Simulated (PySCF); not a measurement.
`FC(F)C1=CC=C[SiH2][SiH+]1`: 4 charge schemes on one density

Species: C5H7F2Si2 (charge +1).
Geometry (GFN2-xTB, Å), atoms numbered from 1 in this order:
```xyz
16
C5H7F2Si2 angstrom
F     -2.717   -0.657   -1.501
C     -2.478   -0.182   -0.251
F     -2.913   -1.149    0.594
C     -0.988   -0.021   -0.079
C     -0.473    1.172    0.286
C      0.905    1.554    0.500
C      2.022    0.818    0.376
Si     2.228   -1.001   -0.112
Si    -0.034   -1.603   -0.424
H     -3.081    0.722   -0.095
H     -1.173    1.984    0.448
H      1.016    2.590    0.798
H      2.953    1.332    0.588
H      2.787   -1.774    1.001
H      2.946   -1.132   -1.383
H     -1.009   -2.644   -0.758
```

Density: PBE0/pcSseg-1 (PySCF); schemes: Mulliken, IAO, Hirshfeld and ESP-fitted. Isolated species at its GFN2-xTB geometry (one conformer only).

Task: At which atom do the 4 schemes differ most?

Result: At C2: from +0.152 (Hirshfeld) to +0.592 e (Mulliken), 0.440 e apart.

Task: Do the Mulliken, IAO, Hirshfeld and ESP-fitted schemes agree on where the charge is highest?

Result: All schemes agree: Mulliken Si9 (+0.605); IAO Si9 (+0.725); Hirshfeld Si9 (+0.529); ESP-fitted Si9 (+0.585).

Task: Which atoms carry the lowest charge in the Mulliken, IAO, Hirshfeld and ESP-fitted schemes?

Result: The schemes don't all agree: Mulliken C4 (-0.541); IAO C7 (-0.356); Hirshfeld C4 (-0.110); ESP-fitted C6 (-0.252).

Task: Tabulate the Mulliken, IAO, Hirshfeld and ESP-fitted charges.

Result: In e:

| atom | environment | Mulliken | IAO | Hirshfeld | ESP-fitted |
| --- | --- | --- | --- | --- | --- |
| F1 | fluorine of a CF2 group | -0.284 | -0.290 | -0.086 | -0.160 |
| C2 | CHF2 carbon | +0.592 | +0.442 | +0.152 | +0.189 |
| F3 | fluorine of a CF2 group | -0.282 | -0.289 | -0.086 | -0.158 |
| C4 | fully substituted alkene carbon | -0.541 | -0.307 | -0.110 | -0.218 |
| C5 | alkene CH carbon | +0.032 | -0.032 | +0.041 | +0.103 |
| C6 | alkene CH carbon | -0.098 | -0.124 | -0.011 | -0.252 |
| C7 | alkene CH carbon | -0.348 | -0.356 | -0.078 | -0.181 |
| Si8 | SiH2 silicon | +0.472 | +0.539 | +0.352 | +0.275 |
| Si9 | silicon bonded to C, Si and H | +0.605 | +0.725 | +0.529 | +0.585 |
| H10 | methine hydrogen | +0.136 | +0.172 | +0.076 | +0.165 |
| H11 | vinylic hydrogen | +0.154 | +0.189 | +0.086 | +0.149 |
| H12 | vinylic hydrogen | +0.152 | +0.188 | +0.079 | +0.203 |
| H13 | vinylic hydrogen | +0.192 | +0.200 | +0.082 | +0.206 |
| H14 | Si–H hydrogen | +0.061 | -0.034 | -0.017 | +0.021 |
| H15 | Si–H hydrogen | +0.060 | -0.033 | -0.016 | +0.023 |
| H16 | Si–H hydrogen | +0.097 | +0.011 | +0.006 | +0.051 |

Mean size of the charges over all atoms: Mulliken 0.257 e, IAO 0.246 e, ESP-fitted 0.184 e, Hirshfeld 0.113 e. Each set sums to the total charge, 1, to within 0.001 e. The Mulliken scheme gives each basis function's population to the atom it is centred on and halves the overlap population of two atoms between them. The IAO scheme counts the electrons in orthogonalised intrinsic atomic orbitals, a minimal basis polarised so that it spans the occupied orbitals exactly.

Task: How many electrons does the Mulliken scheme count on F3?

Result: Z − q = 9 − (-0.282) = 9.282.

Task: How closely do the schemes follow one another over all atoms?

Result: Correlation coefficient and root-mean-square difference: Mulliken with IAO 0.96, 0.090 e; IAO with Hirshfeld 0.94, 0.162 e; IAO with ESP-fitted 0.94, 0.130 e; Hirshfeld with ESP-fitted 0.90, 0.098 e; Mulliken with ESP-fitted 0.89, 0.159 e; Mulliken with Hirshfeld 0.85, 0.194 e.
